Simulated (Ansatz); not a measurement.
Several settings on one geometry of the cluster Cd2Cl2⁺ (that of the charge 1 doublet, PBE-D4/def2-SVP). Ansatz on 4 threads of Arm Neoverse V2 on a shared host; times are rough.

Cartesian coordinates in Å:
```
Cd 0.229 -0.879 0.678
Cd -0.634 2.532 -1.957
Cl -1.351 0.648 -0.277
Cl 1.756 -2.301 1.556
```

Totals from different functionals, basis sets or treatments of relativity can't be compared as stabilities.

In the def2 sets Cd takes a core potential; there is no spin–orbit coupling.

Give the basis size and estimate the energy, ⟨S²⟩ and time of these runs.

| run | method | charge | state | further keys |
| --- | --- | --- | --- | --- |
| 1 | UKS PBE0/def2-TZVP | 1 | doublet | scf: {omitted_lower_state_checks: [starts]}; forces asked |
| 2 | UKS RPBE/def2-mTZVPP | 1 | doublet | scf: {omitted_lower_state_checks: [starts]} |
| 3 | UKS r2SCAN0/def2-mTZVPP | 1 | doublet | fitting: {mean_field: def2-universal-jkfit}; scf: {omitted_lower_state_checks: [starts]}; forces asked |


```json
{"run": "1", "functions": "154", "energy (Eh)": "-1255.4692", "⟨S²⟩": "0.75", "wall time": "5.5 s"}
{"run": "2", "functions": "120", "energy (Eh)": "-1255.8146", "⟨S²⟩": "0.75", "wall time": "2 s"}
{"run": "3", "functions": "120", "energy (Eh)": "-1255.7537", "⟨S²⟩": "0.75", "wall time": "6.5 s"}
```
